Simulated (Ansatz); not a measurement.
Relaxation of C₃H₆OSSi (12 atoms, charge 0, multiplicity 1), to a largest force component of 0.02 eV/Å in at most 40 steps.

The calculation used Ansatz, RKS CAM-B3LYP/STO-3G.

```xyz
12
Properties=species:S:1:pos:R:3:forces:R:3
C 0.372 -2.375 -0.762 -3.23 4.82 0.02
C -0.154 -1.216 -0.311 2.21 -3.76 -0.98
C -0.653 -0.087 0.134 3.30 -2.23 -3.42
S -1.964 -0.108 1.134 -5.28 1.73 4.12
O -0.318 1.025 -0.611 -0.23 1.82 -0.87
Si 0.699 2.176 0.084 1.55 1.00 1.86
H 0.028 -2.704 -1.735 -0.03 -0.89 -0.30
H 1.099 -2.877 -0.221 2.17 -1.57 1.07
H -2.089 -1.423 1.406 0.59 -0.28 -0.37
H 1.993 1.527 0.478 -1.16 0.59 -0.35
H 0.076 2.759 1.319 0.53 -0.50 -1.14
H 0.987 3.249 -0.880 -0.40 -0.73 0.35
```

Problem. Where does it end, and by what steps?

Solution. The forces met the threshold. Limits of this set-up: minimal basis. After 11 steps the energy has fallen by 1.121 eV; H7 moved furthest, 0.34 Å.

| step | energy less start (eV) | largest force component (eV/Å) | accepted |
| --- | --- | --- | --- |
| 0 | 0.0000 | 5.280 | yes |
| 1 | -0.9249 | 2.388 | yes |
| 2 | -0.8711 | 2.182 | no |
| 3 | -1.0612 | 1.263 | yes |
| 4 | -1.0921 | 0.554 | yes |
| 5 | -1.1093 | 0.400 | yes |
| 6 | -1.1178 | 0.151 | yes |
| 7 | -1.1199 | 0.053 | yes |
| 8 | -1.1200 | 0.047 | yes |
| 9 | -1.1189 | 0.133 | no |
| 10 | -1.1207 | 0.020 | yes |
| 11 | -1.1208 | 0.017 | yes |

```xyz
12
Properties=species:S:1:pos:R:3
C 0.365 -2.390 -0.770
C -0.149 -1.235 -0.433
C -0.668 -0.074 -0.086
S -1.967 0.074 1.167
O -0.337 1.127 -0.759
Si 0.694 2.157 0.158
H -0.045 -3.003 -1.583
H 1.241 -2.816 -0.261
H -1.975 -1.250 1.442
H 1.937 1.495 0.467
H 0.057 2.566 1.384
H 0.924 3.293 -0.692
```

Whether the end is a true minimum wasn't checked by a vibrational analysis.

Time of the run: 39 s on 1 thread of Arm Neoverse V1, on a shared host, peak memory 0.14 GiB.
